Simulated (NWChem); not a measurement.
Molecule: C₂H₅BN₂O; SMILES B1(N)C=NCO1

```xyz
11

N      0.0874    -2.1540     0.0000
B      0.0602    -0.7572     0.0000
C      1.2133     0.3207     0.0000
N      0.6894     1.4917     0.0000
C     -0.7373     1.3482     0.0000
O     -1.0972    -0.0151     0.0000
H     -0.7546    -2.7133     0.0000
H      0.9443    -2.6866     0.0000
H      2.3083     0.2317     0.0000
H     -1.1574     1.8486    -0.8911
H     -1.1574     1.8486     0.8911
```
Atoms are numbered in this order, from 1.

Computed with NWChem. All runs use the structure optimised with PBE0/def2-SVP. Ions are spin-unrestricted doublets at the neutral geometry; other ion states weren't tried.

For level B3LYP/def2-SVP:

- −ε(HOMO) (eV): 7.06

Question: Estimate the same quantities for level PBE/def2-SVP.

Answer: The −ε(HOMO) (eV) is 5.70.
